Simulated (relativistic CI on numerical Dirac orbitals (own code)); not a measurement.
**Hyperfine structure of Cd40+, mass number 111**

Computed by Dirac-Coulomb-Breit CI, separate exchange-only KLI orbitals for each configuration, a model potential for QED, unscaled Slater integrals (own radial code, finite nucleus).

Configurations in the expansion (outside the closed core 1s2): 2s2 2p4, 2s 2p5, 2p6, 2p5 3s, 2p5 3p, 2p5 3d, 2s2 2p3 3s, 2s2 2p3 3p, 2s2 2p3 3d, 2s 2p4 3s, 2s 2p4 3p, 2s 2p4 3d, 2s2 2p3 4s, 2s2 2p3 4p, 2s2 2p3 4d, 2s2 2p3 4f. Levels of other configurations are missing.

Nuclear spin I = 1/2, μ = -0.594 μN (tables of Stone and Pyykkö). The electronic factors are computed for point nuclear moments, without core polarisation or the Bohr-Weisskopf and QED corrections.

```tsv
Level	E (Ry)	A (GHz)
2s2 2p4 3P_2	0.0000	-237
2s2 2p4 3P_1	14.4307	68.9
2s2 2p4 1D_2	15.5806	-558.4
2s 2p5 3P°_2	30.8744	-1360
2s 2p5 3P°_1	34.1383	755.1
2s 2p5 1P°_1	48.0969	-2977
```

Levels with J = 0, under 50 % of one LS term, or S terms without an open s electron are left out. Small factors come from cancelling terms and can be off by tens of per cent or more.

At this charge energies of transitions that change n are usually good to better than 1 %, and those within a shell (Δn = 0) to a few per cent.

Give the hyperfine levels of 2s2 2p4 3P_2 relative to its centre of gravity.

With K = F(F + 1) − I(I + 1) − J(J + 1), E = AK/2: F = 3/2: 355.4, F = 5/2: -237 GHz.

LS names give the leading component of a level, which can be under half, so a name can repeat, a term be missing and a line seem to break the LS rules.
